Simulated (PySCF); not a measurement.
Cartesian coordinates in Å; atom numbers follow the order of the lines, from 1:
```xyz
14

O    -3.076   -0.131    1.336
C    -3.002   -0.046    0.136
Si   -1.344    0.042   -0.839
C     0.092   -0.027    0.405
O     1.279    0.039   -0.356
Si    2.816    0.023    0.160
H    -3.940   -0.015   -0.459
H    -1.343    1.302   -1.586
H    -1.315   -1.103   -1.753
H     0.065    0.803    1.119
H     0.085   -0.949    0.997
H     3.085    1.154    1.054
H     3.116   -1.211    0.893
H     3.480    0.119   -1.129
```

No relativistic terms, no solvent model, fast rotation and ring inversion assumed for equivalent nuclei, one conformer. GFN2-xTB structure; GIAO PBE0/pcSseg-1 shieldings; PySCF 2.14.

Shifts are taken against calculated references (same method and geometry level): TMS for ¹³C (186.93 ppm), ¹H (31.72 ppm), ²⁹Si (349.16 ppm); ¹⁷O (336.08 ppm) against H2O.

```
      atoms  nucleus  count  δ (ppm)
        Si6     ²⁹Si      1        ?
         O1      ¹⁷O      1    950.8
H12/H13/H14       ¹H      3     4.84
         O5      ¹⁷O      1    -23.7
    H10/H11       ¹H      2     3.96
         H7       ¹H      1    12.36
         C4      ¹³C      1     54.1
        Si3     ²⁹Si      1    -56.8
      H8/H9       ¹H      2        ?
         C2      ¹³C      1        ?
```

Task: Complete the table.

Result: 
- C2: 247.3 ppm, carbonyl carbon
- H8/H9: 4.49 ppm, hydrogen on a silicon bonded to 2 C
- Si6: -31.6 ppm, silicon bonded to O, 3 H

Shifts are as computed. Against solution values, carbons near 30 ppm lie about +3 ppm off and those near 130 ppm about +5 ppm. Of 1309 compounds with measured shifts, 239 miss one by over three times the rms of a fit or turn the order of signals round; such compounds aren't used in these exercises. Unscaled 17O shifts of doubly bonded oxygen tend to come out too high, by tens of ppm or more. Experimental scales use liquid or dissolved standards, which lie at an offset from isolated H2O (liquid H2O: subtract about 36 ppm).
